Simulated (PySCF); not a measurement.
Constitutional and geometric isomers with formula C2H2Si. Isolated molecules, 0 K electronic values unless said otherwise. Strings in code marks are SMILES.

Quantity: electronic energy of isomers of C2H2Si relative to `C1=C[Si]1`, in eV.

Case: `C#C[SiH]`. Geometry of `C#C[SiH]` (neutral, multiplicity 1, Å):

```xyz
5

C     -1.2644    -0.3654     0.3814
C     -0.0709    -0.2011     0.2319
Si     1.7365    -0.1892    -0.0769
H     -2.3120    -0.4930     0.5183
H      1.9109     1.2487     0.3897
```

**Question.** Give the electronic energy of isomers of C2H2Si relative to `C1=C[Si]1` at the level B3LYP/6-31G* // B3LYP-D3(BJ)/def2-TZVP (PySCF).

**Answer.** 1.02 eV.
